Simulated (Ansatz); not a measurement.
A calculation with Ansatz (development build ahead of 0.2.0).

```yaml
crystal:
  periodic: [false, false, false]
  atoms:
    - { symbol: Be, position_ang: [-0.00317, -0.07919, -2.48934] }
    - { symbol: Be, position_ang: [-0.03291, -0.07297, 0.28912] }
    - { symbol: Be, position_ang: [0.14951, 0.06404, 2.45208] }
basis:
  gaussian: { orbitals: "6-31G" }
hamiltonian:
  xc: hf
output:
  forces: true
```

The input is written out in the form of the current development build from the run's settings.

Output:

* Converged: yes
* Total energy: -43.67618 hartree

Forces (eV/Å):
```csv
atom,Fx,Fy,Fz
Be1,0.002,0.001,-0.060
Be2,-0.125,-0.093,-1.382
Be3,0.123,0.093,1.442
```
